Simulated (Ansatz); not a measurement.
AlH6OPSi (`O[P]([AlH2])[SiH3]`). Total charge 0; spin multiplicity 1. Geometry: relaxed with PBE0-D4/def2-TZVP. It is one conformer, not always the lowest.

```xyz
10

O     1.717   -0.453    1.070
P     1.025   -0.193   -0.438
Al    0.197    1.962   -0.237
Si   -0.976   -1.210   -0.238
H     2.433   -1.087    0.981
H     0.726    2.933    0.896
H    -0.842    2.410   -1.348
H    -0.764   -2.674   -0.088
H    -1.812   -0.754    0.909
H    -1.703   -0.934   -1.506
```

Q: What is the dipole moment at ωB97M-V/def2-TZVPP? (Best estimate.)

A: Ansatz gave: 0.85 D, with components (0.68, -0.50, -0.13) D in this frame, pointing from negative to positive charge.

Q: And with PBE, r2SCAN, B3LYP? (Best estimate.)

A: The calculation gave: PBE 1.03 D, r2SCAN 0.98 D, B3LYP 0.92 D.

Q: Give the Mulliken charges with ωB97M-V, r2SCAN, B3LYP in def2-TZVPP. (An estimate is asked.)

A: Ansatz gave: 
| atom | ωB97M-V | r2SCAN | B3LYP |
| --- | --- | --- | --- |
| O1 | -0.36 | -0.37 | -0.37 |
| P2 | -0.03 | -0.05 | 0.00 |
| Al3 | 0.39 | 0.49 | 0.43 |
| Si4 | 0.07 | 0.21 | 0.19 |
| H5 | 0.19 | 0.22 | 0.20 |
| H6 | -0.10 | -0.15 | -0.13 |
| H7 | -0.11 | -0.16 | -0.14 |
| H8 | -0.02 | -0.07 | -0.06 |
| H9 | -0.02 | -0.06 | -0.06 |
| H10 | -0.01 | -0.05 | -0.05 |

B3LYP here is the variant with VWN-RPA as its local correlation; programs differ in this.
